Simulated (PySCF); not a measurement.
C6H18AlP.
SMILES with atom numbers: `[CH3:1][Al-:2]([CH3:3])([CH3:4])[P+:5]([CH3:6])([CH3:7])[CH3:8]` (hydrogens: H9, H10, H11 on C1; H12, H13, H14 on C3; H15, H16, H17 on C4; H18, H19, H20 on C6; H21, H22, H23 on C7; H24, H25, H26 on C8)

Computed with PBE0-D3(BJ)/def2-SVP geometry optimisation, gas phase in PySCF.

**Question.** What internal coordinates does the optimisation give?

**Answer.** 
```
                   bond  length (Å)   order
 C1–Al2, Al2–C3, Al2–C4       1.989  single
                 Al2–P5       2.485  single
    P5–C6, P5–C7, P5–C8       1.827  single
 C1–H9 and 8 like bonds       1.104  single
C6–H18 and 8 like bonds       1.100  single
```

Bonds in one row agree within 0.01 Å and their mean is given. Orders are formal, as drawn. A selection of angles:
```
    angle  degrees
C1–Al2–C3    117.0
C1–Al2–P5    100.4
Al2–P5–C6    113.6
Al2–P5–C7    115.2
 C6–P5–C7    104.1
```

Torsions: C1–Al2–P5–C6 179° (antiperiplanar). The mirror-image conformer, all signs reversed, is as good.

All 3 C–P bonds measure 1.827 Å. P5 (phosphorus bonded to Al and 3 C) is distorted tetrahedral (angles from 104.1° to 115.2°). Al2 (aluminium bonded to 3 C and P) is distorted tetrahedral (angles from 99.2° to 117.4°). All 3 Al–C bonds measure 1.989 to 1.990 Å.

Point group: near C3v, missed by 0.12 Å at most; the miss may be what the optimiser left on a soft mode (C3 holds within 0.08 Å). Whether it is a minimum is left open (no frequencies).
